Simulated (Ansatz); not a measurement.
Species: InCl$_{2}$, charge 1, multiplicity 1. 
Coordinates optimised at B3LYP-D3(BJ)/def2-TZVP (Ansatz, an electronic-structure program):
```xyz
3

In     0.0000     0.0000     0.0000
Cl     0.0000     0.0000    -2.2242
Cl     0.0000     0.0000     2.2242
```
Charge +1, spin multiplicity 1.

Basis-set convergence of Hartree-Fock and CCSD correlation energies (hartree) with Ansatz. Valence correlation only, unless marked. No spin-orbit coupling. The frozen core is the preceding noble-gas configuration, with the filled d and f shells of earlier blocks. In def2 rows, elements after Kr have scalar-relativistic effective core potentials.

```tsv
basis	functions	E(HF)	E(corr, CCSD)
def2-SVPD	86	-1107.73904	-0.34737
def2-TZVPPD	158	-1108.05822	-0.44914
def2-QZVPPD	246	-1108.08477	-0.48562
```

Extrapolating the two largest sets (X = 3 and 4) as X^-3: E(corr) = (64·(-0.48562) - 27·(-0.44914))/37 = -0.5122 Eh, an estimate of the basis-set limit. The largest set recovers 94.8 % of it, the smallest 67.8 %.
